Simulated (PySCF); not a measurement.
**SMILES N#CC=C=C=COC, C6H5NO**

Molfile (atoms numbered from 1):
```
C6H5NO
     RDKit          3D

 13 12  0  0  0  0  0  0  0  0999 V2000
   -2.1775    0.0713    0.0505 C   0  0  0  0  0  0  0  0  0  0  0  0
   -2.0869    1.4402   -0.2934 O   0  0  0  0  0  0  0  0  0  0  0  0
   -0.8735    1.9619   -0.3860 C   0  0  0  0  0  0  0  0  0  0  0  0
    0.2783    1.3174   -0.1839 C   0  0  0  0  0  0  0  0  0  0  0  0
    1.3791    0.7277    0.0022 C   0  0  0  0  0  0  0  0  0  0  0  0
    2.5359    0.0941    0.2016 C   0  0  0  0  0  0  0  0  0  0  0  0
    2.5909   -1.2812    0.5536 C   0  0  0  0  0  0  0  0  0  0  0  0
    2.6484   -2.4051    0.8417 N   0  0  0  0  0  0  0  0  0  0  0  0
   -3.2447   -0.1763    0.0745 H   0  0  0  0  0  0  0  0  0  0  0  0
   -1.7239   -0.1122    1.0379 H   0  0  0  0  0  0  0  0  0  0  0  0
   -1.6608   -0.5522   -0.6970 H   0  0  0  0  0  0  0  0  0  0  0  0
   -0.8976    3.0229   -0.6566 H   0  0  0  0  0  0  0  0  0  0  0  0
    3.4855    0.6303    0.0962 H   0  0  0  0  0  0  0  0  0  0  0  0
  1  2  1  0
  2  3  1  0
  3  4  2  0
  4  5  2  0
  5  6  2  0
  6  7  1  0
  7  8  3  0
  1  9  1  0
  1 10  1  0
  1 11  1  0
  3 12  1  0
  6 13  1  0
M  END
```

Method used: quadratic response CAM-B3LYP/aug-cc-pVDZ first hyperpolarisability, Taylor convention, gas phase in PySCF. Geometry: PBE0-D3(BJ)/def2-SVP.

**Question.** Give the tensor of the second harmonic β(−2ω;ω,ω) at 1907 nm in the axes of these coordinates.

**Answer.** In au, Taylor convention; rows are the first index (the induced dipole):
```tsv
	xx	yy	zz	xy	xz	yz
x	-226.1	+25.3	-9.2	-56.4	+7.8	-11.1
y	-49.5	+18.6	-7.3	+26.6	-11.3	-8.7
z	+6.0	-8.7	+5.5	-11.5	-9.3	-7.2
```
Norm of βᵢ = ⅓ Σⱼ (βᵢⱼⱼ + βⱼᵢⱼ + βⱼⱼᵢ): 213.6 au, hyper-Rayleigh value 97.8 au.
